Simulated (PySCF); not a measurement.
# Oxygen: a sound run and one with changed settings

Sound run: O²⁺ [He] 2s2 2p2, O³⁺ [He] 2s2 2p1. Calculation: PySCF 2.14, in def2-TZVP (5s3p2d1f, 31 functions); no relativity, point nucleus. The sound run starts from symmetry-adapted Hartree-Fock orbitals and uses a fine grid where one is needed.

Changed run: radial step 0.5 in ln r (0.13 in the sound run). This setting is unsound on purpose.

```
species  method  sound run (hartree)  changed run (hartree)  converged
    O²⁺     UHF            -73.10312              -73.10312        yes
    O²⁺    BP86            -73.26834              -73.26611        yes
    O²⁺     PBE            -73.19784              -73.19568        yes
    O³⁺     UHF            -71.09636              -71.09636        yes
    O³⁺    BP86            -71.23630              -71.23589        yes
    O³⁺     PBE            -71.16673              -71.16673        yes
```

Ionisation energy of O²⁺:

| method | sound run (eV) | changed run (eV) |
| --- | --- | --- |
| UHF | 54.607 | 54.607 |
| BP86 | 55.295 | 55.245 |
| PBE | 55.269 | 55.211 |

A coarse radial grid mis-integrates the density and the exchange-correlation energy, with errors of either sign; Hartree-Fock needs no grid.

For comparison, NIST gives 54.936 eV between the lowest levels.
